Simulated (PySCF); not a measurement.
**Atomic charges against the basis set**

Species: C2H9NSi2.
Geometry (PBE0-D3(BJ)/def2-SVP, Å), atoms numbered from 1 in this order:
```xyz
14
C2H9NSi2 angstrom
C     -2.2533    0.0347    0.9712
N     -1.1364   -0.1343    0.4120
Si    -0.4741    0.8213   -0.9064
C      1.1902    1.4572   -0.3343
Si     2.1834    0.1907    0.6533
H     -2.9906    0.8171    0.6848
H     -2.5660   -0.6157    1.8100
H     -0.2980   -0.1026   -2.0655
H     -1.3978    1.9387   -1.3068
H      1.7746    1.7695   -1.2162
H      1.0503    2.3542    0.2928
H      1.6179    0.0252    2.0237
H      2.1915   -1.1320   -0.0421
H      3.6014    0.6542    0.7846
```

PBE0 throughout (PySCF), one geometry, spherical d and f functions. Geometry: PBE0-D3(BJ)/def2-SVP, one conformer, isolated molecule. The first 7 of 10 kinds of atom are listed.

Mulliken charges (e):

| basis | functions | C1 | N2 | Si3 | C4 | Si5 | H6 | H7 |
| --- | --- | --- | --- | --- | --- | --- | --- | --- |
| STO-3G | 42 | -0.054 | -0.397 | +0.707 | -0.465 | +0.540 | +0.057 | +0.077 |
| 6-31G | 71 | -0.119 | -0.551 | +0.858 | -0.971 | +0.581 | +0.138 | +0.170 |
| 6-31G* | 96 | -0.149 | -0.414 | +0.609 | -0.805 | +0.373 | +0.150 | +0.171 |
| def2-SVP | 123 | +0.046 | -0.359 | +0.556 | -0.551 | +0.372 | +0.042 | +0.061 |
| 6-311+G(2d,p) | 205 | -0.166 | -0.380 | +0.709 | -0.822 | +0.394 | +0.110 | +0.123 |
| def2-TZVP | 221 | -0.111 | -0.268 | +0.305 | -0.441 | +0.146 | +0.100 | +0.123 |

IAO charges (e):

```csv
basis,functions,C1,N2,Si3,C4,Si5,H6,H7
STO-3G,42,-0.145,-0.418,+0.818,-0.757,+0.638,+0.091,+0.123
6-31G,71,-0.110,-0.471,+0.740,-0.790,+0.460,+0.108,+0.151
6-31G*,96,-0.072,-0.513,+0.867,-0.830,+0.583,+0.103,+0.138
def2-SVP,123,-0.068,-0.505,+0.875,-0.829,+0.599,+0.099,+0.133
"6-311+G(2d,p)",205,-0.077,-0.525,+0.897,-0.854,+0.610,+0.106,+0.142
def2-TZVP,221,-0.075,-0.527,+0.909,-0.860,+0.620,+0.106,+0.141
```

**Question.** Which scheme is steadiest as the basis changes?

**Answer.** Largest range over the bases for any column: IAO 0.18 e, Mulliken 0.55 e. IAO charges move least and Mulliken charges most, counted in e. Without the minimal STO-3G basis the ranges are IAO 0.17, Mulliken 0.55 e.

**Question.** How much do the charges still move between the two largest bases, 6-311+G(2d,p) and def2-TZVP?

**Answer.** At most, over all atoms: Mulliken 0.404 e, IAO 0.011 e.

**Question.** What do the same runs give for the total energy, the frontier levels and the dipole moment?

**Answer.** 
```
        basis  energy (Eh)  HOMO (eV)  LUMO (eV)  μ (D)
       STO-3G    -706.5879      -3.96       3.01   1.47
        6-31G    -714.7876      -6.74      -0.57   2.01
       6-31G*    -714.8996      -6.94      -0.59   1.83
     def2-SVP    -714.6604      -7.03      -0.80   1.78
6-311+G(2d,p)    -715.0014      -7.17      -1.05   1.79
    def2-TZVP    -715.0149      -7.14      -0.98   1.75
```

The dipole is fixed by the density alone, so its range of 0.54 D shows that the density itself changes with the basis, not only its division among atoms.
